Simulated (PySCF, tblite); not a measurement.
Isomers of C7H9NOSi, one GFN2-xTB conformer each. Single-point energies are computed at PBE0/pcSseg-1 (PySCF, gas phase, no added dispersion term), electronic only.

Question: Rank them by PBE0/pcSseg-1 energy, lowest first (kJ/mol).
A. `[CH3:1][C:2]#[C:3][SiH2:4][O:5]/[C:6]([C:7]#[N:8])=[CH:9]/[CH3:10]` with C3–Si4–O5–C6 59°, Si4–O5–C6–C7 15°
B. `[CH3:1][CH2:2][Si@H:3]1[C:4](=[O:5])[CH:6]=[C:7]1[CH2:8][C:9]#[N:10]` with C1–C2–Si3–C4 -31°, C6–C7–C8–C9 132°

Answer: B (0.0), A (21.4).

As drawn, the lower has a four-membered ring and a C=O bond, which the higher lacks; the higher has a C≡C bond and an Si–O bond, which the lower lacks. GFN2-xTB itself gives, in the same order: 137.4, 0.0. GFN2-xTB puts CC#C[SiH2]O/C(C#N)=C/C lowest instead.

Question: Which frontier levels, dipoles and rotational constants go with these structures?

Answer: 
| SMILES | HOMO (eV, PBE0/pcSseg-1) | LUMO (eV) | dipole (D) | A, B, C (MHz) |
| --- | --- | --- | --- | --- |
| CC[Si@H]1C(=O)C=C1CC#N | -6.79 | -1.91 | 2.33 | 1560, 902.6, 678.2 |
| CC#C[SiH2]O/C(C#N)=C/C | -7.09 | -1.03 | 2.75 | 1574, 620.5, 546.9 |

Question: What happens when harmonic zero-point energies from GFN2-xTB frequencies are added?

Answer: 
```
                SMILES  ZPE (kJ/mol)  electronic (kJ/mol)  with ZPE (kJ/mol)
CC[Si@H]1C(=O)C=C1CC#N         365.6                  0.0                0.0
CC#C[SiH2]O/C(C#N)=C/C         354.0                 21.4                9.8
```

The zero-point energies span 11.6 kJ/mol. The order is unchanged.

Question: As an exercise, what shares would exp(−E/RT) give at 1000 K from these electronic energies alone (no entropy, no degeneracies)?

Answer: RT = 8.314 kJ/mol: CC[Si@H]1C(=O)C=C1CC#N 92.9 %, CC#C[SiH2]O/C(C#N)=C/C 7.1 %.
